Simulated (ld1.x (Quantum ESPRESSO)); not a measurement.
## Transferability test, ultrasoft potential for Te

```json
{
  "Element": "Te",
  "Generator": "ld1.x (Quantum ESPRESSO) 7.5",
  "Type": "ultrasoft",
  "Functional": "PBE",
  "Relativity": "scalar-relativistic",
  "Frozen core": "[Kr] 4d10",
  "Valence charge": "6",
  "Reference configuration": "5s2 5p4",
  "Partial waves": "5s (bound): rcut 1.75, rcutus 2.15 bohr; 5s channel at 1.45 Ry: rcut 1.75, rcutus 2.15 bohr; 5p (bound): rcut 1.95, rcutus 2.10 bohr; 5p channel at 1.4 Ry: rcut 1.95, rcutus 2.10 bohr; 5d channel at 0.2 Ry: rcut 2.05, rcutus 2.25 bohr",
  "Local potential": "all-electron potential smoothed inside 2.10 bohr (lloc = -1)",
  "Core correction": "none",
  "Augmentation charge": "built from norm-conserving waves at rcut, not smoothed further"
}
```

Energies are relative to the spin-unpolarised reference configuration 5s2 5p4; without spin polarisation the order of configurations can differ from experiment. Not all tests gave a result: 3 of 7 tests not solved or not reliable. Left out of the table: 5s2 5p3 (pseudo-atom not self-consistent, printed error -6.3 meV); 5s2 5p4.3 (pseudo-atom not self-consistent, printed error +0.3 meV); 5s1 5p4 (pseudo-atom not self-consistent, printed error -1.3 meV).

```csv
valence configuration,charge,ΔE all-electron (eV),error AE − PS (meV)
5s0 5p6,0,18.701,+16
5s2 5p0,+4,91.034,-37
```

(1) What are ΔE and the potential's error for 5s2 5p2?

(2) What are ΔE and the potential's error for 5s2 5p1?

## Answers

(1) ΔE = 27.653 eV all-electron; the error (AE − PS) is -26 meV.

(2) ΔE = 54.551 eV all-electron; the error (AE − PS) is -57 meV.
